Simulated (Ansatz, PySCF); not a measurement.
AlH3, SMILES [AlH3+] (connectivity only; charge and spin as stated), charge +1, multiplicity 2. Atoms are numbered in the order given.

```xyz
4

Al    -0.1612    -0.2807     0.0000
H      1.3096     0.5104     0.0000
H     -0.2164     1.3888     0.0000
H     -0.9321    -1.6185     0.0000
```
Charge +1, spin multiplicity 2.

Geometry optimised at ωB97X-D3(BJ)/def2-TZVPD.

Two levels are set side by side: PBE-D3(BJ)/def2-TZVPD (Ansatz, a quantum-chemistry and plane-wave program) and ωB97X-D3(BJ)/def2-TZVPD (PySCF). Each level has its own optimised geometry; the coordinates shown are those of the second. Frequencies come from the Hessian of PySCF at each geometry. Differences are taken from unrounded values.

| quantity | ωB97X-D3(BJ) | PBE-D3(BJ) | PBE-D3(BJ) minus ωB97X-D3(BJ) |
|---|---|---|---|
| mean bond length (Å) | 1.628 | 1.643 | 0.015 |
| bond Al1–H2 (Å) | 1.670 | 1.685 | 0.015 |
| bond Al1–H3 (Å) | 1.670 | 1.685 | 0.015 |
| bond Al1–H4 (Å) | 1.544 | 1.560 | 0.016 |
| highest harmonic wavenumber (cm⁻¹) | 2116 | 2021 | -95 |
| mean harmonic wavenumber (cm⁻¹) | 1114 | 1057 | -57 |
| zero-point energy (kcal/mol) | 9.56 | 9.06 | -0.49 |

GGA bonds tend to be longer and softer than those of functionals with exact exchange. Differences between two approximate levels are no errors against the true value.
